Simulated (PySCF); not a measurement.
Species: C6H9O (doublet state).
Structure used (GFN2-xTB), in Å, numbered top down from 1:
```xyz
16
C6H9O angstrom
C      1.9330    0.1008    0.1606
C      0.7677   -0.7773    0.1301
C     -0.1219   -0.6537   -1.1091
C     -1.3913    0.0846   -0.6556
C     -0.9598    0.8951    0.5643
C      0.0463    0.0000    1.2518
O      0.2390   -0.1142    2.4359
H      2.7223   -0.0693    0.8668
H      1.9383    1.0169   -0.3991
H      0.9908   -1.7979    0.4389
H      0.3959   -0.0804   -1.8788
H     -0.3583   -1.6325   -1.5229
H     -2.1551   -0.6350   -0.3569
H     -1.8043    0.7093   -1.4461
H     -1.7787    1.1368    1.2399
H     -0.4715    1.8258    0.2687
```

The hyperfine couplings belong to this conformer and change with its torsions.

The species is `[CH2][C@@H]1CCCC1=O` [radical].

Method: UKS B3LYP, pcH-1 on C H O, non-relativistic, mean-field spin-orbit, GIAO (PySCF 2.14.0). The structure is a single GFN2-xTB conformer in the gas phase; no vibrational or solvent corrections. Couplings are sensitive to structure, and on GFN2-xTB geometries they can be far from those on DFT ones. No stability test was run, so a lower SCF solution isn't excluded.

(1) Match the computed a_iso(13C) values +80.5, +67.1, -22.8, +15.5, -2.8, +2.5 MHz with the sites C1; C2; C3; C4; C5; C6.

## Answers

(1) 
```csv
site,a_iso (MHz),ρ(0) (bohr⁻³),position,distance from C1 (Å),spin population,largest |T| (MHz)
C1,+80.5,+0.0716,largest spin population,0.00,+0.96,146.0
C2,-22.8,-0.0203,1 bond from C1,1.46,-0.07,5.6
C3,+15.5,+0.0138,2 bonds from C1,2.53,+0.01,4.1
C4,+2.5,+0.0023,3 bonds from C1,3.42,0.00,1.0
C5,-2.8,-0.0024,3 bonds from C1,3.03,+0.01,2.2
C6,+67.1,+0.0597,2 bonds from C1,2.18,+0.02,18.6
```

ρ(0) is the spin density at the nucleus and T the dipolar tensor; entries for several nuclei are means. The Mulliken spin populations are largest on C1 (+0.96), O7 (+0.12) and C2 (-0.07). C1 is the only atom above +0.15. The positive populations add up to 1.15 and the negative ones to -0.15, together 2S = 1. The angles at C1 add up to 359.2°, so it is planar; its axial dipolar tensor and the negative couplings of its protons fit spin in a p orbital normal to that plane.

Class means assume fast exchange of nuclei equivalent by connectivity; if that motion is slow, each nucleus keeps its own coupling.
